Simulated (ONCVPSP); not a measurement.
## sulfur (S): ONCV pseudisation with PBE, scalar-relativistic reference atom.

S (Z = 16), optimised norm-conserving Vanderbilt (ONCV), made with ONCVPSP 4.0.1 (PBE, scalar-relativistic). Core [He], reference 2s2 2p6 3s2 3p4. Waves: 2s+3s: rc 0.84 bohr, ncon 4, nbas 7, qcut 20.5 1/bohr, 2 projectors; 2p+3p: rc 0.90 bohr, ncon 4, nbas 7, qcut 17.3 1/bohr, 2 projectors; d scattering state at 0.29 Ha: rc 0.74 bohr, ncon 4, nbas 8, qcut 16 1/bohr, 2 projectors, debl 2.4 Ha. Local part: polynomial inside 0.44 bohr (lpopt 5, dvloc0 3 Ha). Core correction: Teter function, fcfact 3.5, rcfact 1.45.

Poles of the logarithmic derivatives, all-electron (AE) and pseudo (PS). s: poles at -6.5 (AE) and -6.5 (PS) Ha. p: poles at -5.1 (AE) and -5.1 (PS) Ha. d: poles at no energy (AE) and no energy (PS) Ha. Test radii: s 0.85, p 0.91, d 0.75 bohr.

* Cutoffs needed: 113 Ha and 128 Ha (the cutoffs (Ha) at which the residual kinetic energy of the hardest occupied pseudo-wave falls to 1 and 0.1 mHa per electron)
* Ghost test: no bound ghost flagged; no localised positive-energy state flagged
* Largest excitation error: -536 meV (all-electron minus pseudo) for 2s1 2p6 3s2 3p4, out of 4 test configurations
* rms error of d²Exc/dni dnj: 1.39 mHa without and 2.45 mHa with the model core
